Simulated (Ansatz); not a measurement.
Consider the ligand exchange at the Si–C bond: `BCOC[SiH3]` + `CNCF` → `CN([SiH3])CF` + `BCOC`.

Program: Ansatz. Geometries: PBE0-D4/def2-TZVP. ΔE: electronic, gas phase. CBS: MP2 limit from def2 TZ/QZ plus the TZ coupled-cluster correction, frozen cores. DFT in def2-TZVPP. Each species was taken in one conformer, which may not be the lowest.

```
       species  PBE energy (Eh)
  `BCOC[SiH3]`       -470.81387
        `CNCF`       -234.23622
`CN([SiH3])CF`       -524.79435
        `BCOC`       -180.27534
```

Task: Work out ΔE.

Result: ΔE = (-524.79435) + (-180.27534) − (-470.81387) − (-234.23622) = -0.01960 Eh = -51.5 kJ/mol. CCSD(T)/CBS gives -63.5 kJ/mol.

Largest T1 diagnostic among the species: 0.012.

From PBE to PBE0 (25 % exact exchange), in def2-TZVPP and without D4, ΔE moves by −4.6 kJ/mol.
